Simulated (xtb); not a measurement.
C$_{4}$H$_{12}$Ge, singlet, from a rough starting geometry; GFN2-xTB in xtb 6.7.1.

The xtb input:
```
$ xtb mol.xyz --gfn 2 --opt vtight --json

# file mol.xyz
17

C     -0.26784032    -1.10120063    -1.70766363
Ge    -0.01849335    -0.03053258    -0.02180470
C     -0.06703401     1.99949791    -0.45697032
C     -1.49056605    -0.45966140     1.28615090
C      1.77562440    -0.40554154     0.84835364
H     -1.22725215    -0.88094024    -2.11075566
H     -0.16069787    -2.13359775    -1.38336129
H      0.55450196    -0.86155172    -2.36924348
H      0.32169174     2.53715426     0.36661983
H     -1.07762500     2.25338665    -0.65523209
H      0.51874963     2.16093236    -1.24151924
H     -2.43251957    -0.23528822     0.82456720
H     -1.48479872    -1.50459385     1.53123191
H     -1.36661175     0.11234441     2.19218664
H      1.81763293    -1.51523388     1.03460052
H      2.55004408    -0.17024848     0.17734223
H      1.87870506     0.11382583     1.69198296
```

Task: Predict the main parts of the log of this xtb run.

Result: 
```
   ID    Z sym.   atoms
    1    6 C      1, 3-5
    2   32 Ge     2
    3    1 H      6-17

           -------------------------------------------------
          |                Calculation Setup                |
           -------------------------------------------------

           -------------------------------------------------
          |                 G F N 2 - x T B                 |
           -------------------------------------------------

          ...................................................
          :                      SETUP                      :
          :.................................................:
          :  # basis functions                  38          :
          :  # atomic orbitals                  37          :
          :  # shells                           23          :
          :  # electrons                        32          :
          :  max. iterations                   250          :
          :  Hamiltonian                  GFN2-xTB          :
          :  restarted?                      false          :
          :  GBSA solvation                  false          :
          :  PC potential                    false          :
          :  electronic temp.          300.0000000     K    :
          :  accuracy                    1.0000000          :
          :  -> integral cutoff          0.2500000E+02      :
          :  -> integral neglect         0.1000000E-07      :
          :  -> SCF convergence          0.1000000E-05 Eh   :
          :  -> wf. convergence          0.1000000E-03 e    :
          :  Broyden damping             0.4000000          :
          :  net charge                          0          :
          :  unpaired electrons                  0          :
          ...................................................

 iter      E             dE          RMSdq      gap      omega  full diag
   1    -16.6058452 -0.166058E+02  0.332E+00    7.72       0.0  T
   2    -16.3455790  0.260266E+00  0.356E+00    7.90       1.0  T
   3    -16.8223988 -0.476820E+00  0.122E+00    7.49       1.0  T
   4    -16.8338365 -0.114376E-01  0.644E-01    7.49       1.0  T
   5    -16.8404738 -0.663729E-02  0.195E-01    7.44       1.0  T
   6    -16.8411480 -0.674289E-03  0.724E-02    7.44       1.0  T
   7    -16.8411692 -0.211341E-04  0.124E-02    7.44       2.0  T
   8    -16.8411712 -0.205146E-05  0.511E-03    7.44       4.7  T
   9    -16.8411714 -0.199568E-06  0.233E-03    7.44      10.4  T
  10    -16.8411715 -0.232139E-07  0.296E-04    7.44      81.9  T
  11    -16.8411715 -0.350429E-09  0.580E-05    7.44     417.9  T

   *** convergence criteria satisfied after 11 iterations ***

         :::::::::::::::::::::::::::::::::::::::::::::::::::::
         ::                     SUMMARY                     ::
         :::::::::::::::::::::::::::::::::::::::::::::::::::::
         :: total energy             -16.563185522164 Eh    ::
         :: gradient norm              0.168207334621 Eh/a0 ::
         :: HOMO-LUMO gap              7.437664684337 eV    ::
         ::.................................................::
         :: SCC energy               -16.841104831526 Eh    ::
         :: -> isotropic ES            0.004723102117 Eh    ::
         :: -> anisotropic ES          0.004873228207 Eh    ::
         :: -> anisotropic XC          0.009598386782 Eh    ::
         :: -> dispersion             -0.009437022542 Eh    ::
         :: repulsion energy           0.277919309361 Eh    ::
         :: add. restraining           0.000000000000 Eh    ::
         :: total charge               0.000000000000 e     ::
         :::::::::::::::::::::::::::::::::::::::::::::::::::::

      -----------------------------------------------------------
     |                   =====================                   |
     |                        A N C O P T                        |
     |                   =====================                   |
     |               Approximate Normal Coordinate               |
     |                Rational Function Optimizer                |
      -----------------------------------------------------------
      -----------------------------------------------------------
     |                   =====================                   |
     |                        A N C O P T                        |
     |                   =====================                   |
     |               Approximate Normal Coordinate               |
     |                Rational Function Optimizer                |
      -----------------------------------------------------------

          ...................................................
          :                      SETUP                      :
          :.................................................:
          :   optimization level         verytight          :
          :   max. optcycles                   340          :
          :   ANC micro-cycles                  20          :
          :   degrees of freedom                45          :
          :.................................................:
          :   RF solver                   davidson          :
          :   write xtbopt.log                true          :
          :   linear?                        false          :
          :   energy convergence         0.1000000E-06 Eh   :
          :   grad. convergence          0.2000000E-03 Eh/α :
          :   maxmium RF displ.          1.0000000          :
          :   Hlow (freq-cutoff)         0.1000000E-01      :
          :   Hmax (freq-cutoff)         5.0000000          :
          :   S6 in model hess.         20.0000000          :
          ...................................................

generating ANC from exact Hessian ...
Using Lindh-Hessian (1995)
 Shifting diagonal of input Hessian by    8.8598015976912130E-003
 Lowest  eigenvalues of input Hessian
    0.000000    0.000000    0.000000    0.000000    0.000000    0.000000
[...]
 * total energy  :   -16.5828802 Eh     change       -0.1321877E-05 Eh
 * total energy  :   -16.5828809 Eh     change       -0.7055808E-06 Eh
 * total energy  :   -16.5828819 Eh     change       -0.9898111E-06 Eh
 * total energy  :   -16.5828829 Eh     change       -0.1035942E-05 Eh
 * total energy  :   -16.5828836 Eh     change       -0.6467128E-06 Eh
 * total energy  :   -16.5828840 Eh     change       -0.4898096E-06 Eh
 * total energy  :   -16.5828842 Eh     change       -0.1699670E-06 Eh
 * total energy  :   -16.5828844 Eh     change       -0.1427863E-06 Eh
 * total energy  :   -16.5828845 Eh     change       -0.1413626E-06 Eh
 * total energy  :   -16.5828846 Eh     change       -0.1012778E-06 Eh
 * total energy  :   -16.5828847 Eh     change       -0.1205815E-06 Eh
 * total energy  :   -16.5828848 Eh     change       -0.7644519E-07 Eh
   *** GEOMETRY OPTIMIZATION CONVERGED AFTER 27 ITERATIONS ***
         :: total energy             -16.582884800469 Eh    ::
[...]
           -------------------------------------------------

    * Orbital Energies and Occupations

         #    Occupation            Energy/Eh            Energy/eV
      -------------------------------------------------------------
         1        2.0000           -0.6258539             -17.0304
       ...           ...                  ...                  ...
         4        2.0000           -0.5681225             -15.4594
         5        2.0000           -0.5456490             -14.8479
         6        2.0000           -0.4683600             -12.7447
         7        2.0000           -0.4683583             -12.7447
         8        2.0000           -0.4683534             -12.7445
         9        2.0000           -0.4615605             -12.5597
        10        2.0000           -0.4615497             -12.5594
        11        2.0000           -0.4566108             -12.4250
        12        2.0000           -0.4566086             -12.4250
        13        2.0000           -0.4566073             -12.4249
        14        2.0000           -0.3983157             -10.8387
        15        2.0000           -0.3983090             -10.8385
        16        2.0000           -0.3982955             -10.8382 (HOMO)
        17                         -0.0807066              -2.1961 (LUMO)
        18                         -0.0153342              -0.4173
        19                         -0.0152317              -0.4145
        20                         -0.0152057              -0.4138
        21                          0.1717394               4.6733
        22                          0.1717772               4.6743
        23                          0.1717913               4.6747
        24                          0.1901879               5.1753
        25                          0.2025169               5.5108
        26                          0.2025248               5.5110
        27                          0.2025677               5.5121
       ...                                ...                  ...
        37                          1.0477648              28.5111
      -------------------------------------------------------------
                  HL-Gap            0.3175889 Eh            8.6420 eV
             Fermi-level           -0.2395010 Eh           -6.5172 eV

     #   Z          covCN         q      C6AA      α(0)
     1   6 C        3.659    -0.154    23.802     7.001
     2  32 Ge       3.535     0.156   170.188    23.501
     3   6 C        3.659    -0.154    23.802     7.001
     4   6 C        3.659    -0.154    23.802     7.001
     5   6 C        3.659    -0.154    23.802     7.001
     6   1 H        0.925     0.038     2.472     2.459
     7   1 H        0.925     0.038     2.472     2.459
     8   1 H        0.925     0.038     2.472     2.459
     9   1 H        0.925     0.038     2.472     2.459
    10   1 H        0.925     0.038     2.472     2.459
    11   1 H        0.925     0.038     2.472     2.459
    12   1 H        0.925     0.038     2.472     2.459
    13   1 H        0.925     0.038     2.472     2.459
    14   1 H        0.925     0.038     2.472     2.459
    15   1 H        0.925     0.038     2.472     2.459
    16   1 H        0.925     0.038     2.472     2.459
    17   1 H        0.925     0.038     2.472     2.459

 Mol. C6AA /au·bohr⁶  :       2623.036022
 Mol. C8AA /au·bohr⁸  :      86564.356506
 Mol. α(0) /au        :         81.010303

Wiberg/Mayer (AO) data.
largest (>0.10) Wiberg bond orders for each atom

 ---------------------------------------------------------------------------
     #   Z sym  total        # sym  WBO       # sym  WBO       # sym  WBO
 ---------------------------------------------------------------------------
     1   6 C    3.985 --     8 H    0.973     6 H    0.973     7 H    0.973
                             2 Ge   0.880
     2  32 Ge   3.754 --     5 C    0.880     4 C    0.880     1 C    0.880
                             3 C    0.880
     3   6 C    3.985 --    10 H    0.973    11 H    0.973     9 H    0.973
                             2 Ge   0.880
     4   6 C    3.985 --    14 H    0.973    13 H    0.973    12 H    0.973
                             2 Ge   0.880
     5   6 C    3.985 --    17 H    0.973    15 H    0.973    16 H    0.973
                             2 Ge   0.880
     6   1 H    0.999 --     1 C    0.973
     7   1 H    0.999 --     1 C    0.973
     8   1 H    0.999 --     1 C    0.973
     9   1 H    0.999 --     3 C    0.973
    10   1 H    0.999 --     3 C    0.973
    11   1 H    0.999 --     3 C    0.973
    12   1 H    0.999 --     4 C    0.973
    13   1 H    0.999 --     4 C    0.973
    14   1 H    0.999 --     4 C    0.973
    15   1 H    0.999 --     5 C    0.973
    16   1 H    0.999 --     5 C    0.973
    17   1 H    0.999 --     5 C    0.973
 ---------------------------------------------------------------------------

Topologies differ in total number of bonds
Writing topology from bond orders to xtbtopo.mol

molecular dipole:
                 x           y           z       tot (Debye)
 q only:        0.000       0.000      -0.000
   full:        0.000      -0.000      -0.000       0.000
molecular quadrupole (traceless):
                xx          xy          yy          xz          yz          zz
 q only:        0.000      -0.000       0.000       0.000       0.000      -0.000
  q+dip:       -0.000       0.000       0.001      -0.000       0.001      -0.001
   full:        0.000       0.000       0.001       0.000       0.000      -0.001

optimized geometry written to: xtbopt.xyz

           -------------------------------------------------
          | TOTAL ENERGY              -16.582884800469 Eh   |
          | GRADIENT NORM               0.000065044045 Eh/α |
          | HOMO-LUMO GAP               8.642033890236 eV   |
           -------------------------------------------------

normal termination of xtb
```
